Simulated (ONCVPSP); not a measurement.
Tc: excitation energies, all-electron against ONCV

- Element: technetium
- Generator: ONCVPSP 4.0.1
- Type: optimised norm-conserving Vanderbilt (ONCV)
- Functional: PBEsol
- Relativity: scalar-relativistic
- Frozen core: [Ar] 3d10
- Valence charge: 15
- Reference configuration: 4s2 4p6 4d5 5s2
- Partial waves: 4s+5s: rc 1.70 bohr, ncon 3, nbas 6, qcut 8.5 1/bohr, 2 projectors; 4p: rc 1.70 bohr, ncon 3, nbas 6, qcut 8 1/bohr, local; 4d: rc 2.45 bohr, ncon 4, nbas 9, qcut 6.5 1/bohr, 2 projectors, debl 2.2 Ha
- Local potential: the p channel
- Core correction: Teter function, fcfact 3.5, rcfact 1.4

Energies are relative to the spin-unpolarised reference configuration 4s2 4p6 4d5 5s2; without spin polarisation the order of configurations can differ from experiment.

```tsv
valence configuration	charge	ΔE all-electron (eV)	error AE − PS (meV)
4s2 4p6 4d5 5s0	+2	23.037	-2.5
4s2 4p6 4d4 5s2 5p1	0	6.613	+193
```

(1) What are ΔE and the potential's error for 4s2 4p6 4d4 5s0?

(2) What are ΔE and the potential's error for 4s2 4p6 4d5 5s1?

Levels in the configuration 4s2 4p6 4d4 5s2 5p1:

| level | all-electron (eV) | pseudo (eV) |
| --- | --- | --- |
| 4s | -78.205 | -77.914 |
| 4p | -49.996 | -49.747 |
| 4d | -10.482 | -10.279 |
| 5s | -6.862 | -6.777 |
| 5p | -2.514 | -2.612 |

Results:

(1) ΔE = 51.728 eV all-electron; the error (AE − PS) is +11 meV.

(2) ΔE = 8.196 eV all-electron; the error (AE − PS) is -0.7 meV.
